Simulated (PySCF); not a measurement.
PbF: energy against distance

Set-up: basis Pb cc-pVDZ-PP with ECP60, F cc-pVDZ; scalar-relativistic core potentials; PySCF 2.14. Energies in eV from Pb + F in their ground configurations at the same level. State: ²Π (doublet), unpaired electrons π ↑.

All columns are UHF. A positive dipole means Pb(−)F(+).

| R (Å) | E (eV) | μ (D) | Mulliken charge on Pb (basis-dependent) | HOMO (eV) | LUMO (eV) | Mayer bond order | ⟨S²⟩ |
| --- | --- | --- | --- | --- | --- | --- | --- |
| 1.781 | -0.992 | -2.19 | 0.60 | -6.41 | 0.24 | 0.65 | 0.76 |
| 1.864 | -1.711 | -2.78 | 0.61 | -6.55 | 0.12 | 0.66 | 0.76 |
| 1.947 | -2.089 | -3.36 | 0.62 | -6.69 | 0.00 | 0.65 | 0.76 |
| 2.009 | -2.214 | -3.78 | 0.62 | -6.80 | -0.09 | 0.65 | 0.76 |
| 2.071 | -2.240 | -4.21 | 0.63 | -6.91 | -0.18 | 0.64 | 0.76 |
| 2.133 | -2.193 | -4.62 | 0.64 | -7.02 | -0.27 | 0.63 | 0.76 |
| 2.216 | -2.048 | -5.17 | 0.65 | -7.16 | -0.39 | 0.61 | 0.76 |
| 2.320 | -1.784 | -5.84 | 0.66 | -7.34 | -0.54 | 0.60 | 0.76 |
| 2.444 | -1.403 | -6.63 | 0.68 | -7.54 | -0.72 | 0.57 | 0.76 |
| 2.610 | -0.858 | -7.63 | 0.69 | -7.80 | -0.95 | 0.55 | 0.76 |

A fit through these points gives, at Re = 2.059 Å, μ = -4.13 D and dμ/dR = -6.76 D/Å; the reduced mass is 17.41 u.

**Question.** How strong is the fundamental in the double-harmonic approximation, I = 42.26·(dμ/dR)²/μred km/mol?

**Answer.** I = 42.26·(-6.76)²/17.41 = 111 km/mol at UHF.

These are scalar-relativistic numbers at best; spin–orbit coupling would shift them, the dissociation energy most. Hartree–Fock leaves out correlation, which carries a large part of most bond energies and some tenths to 1 eV of ionisation energies. The state was picked by a PBE0 search and need not be the measured ground state.
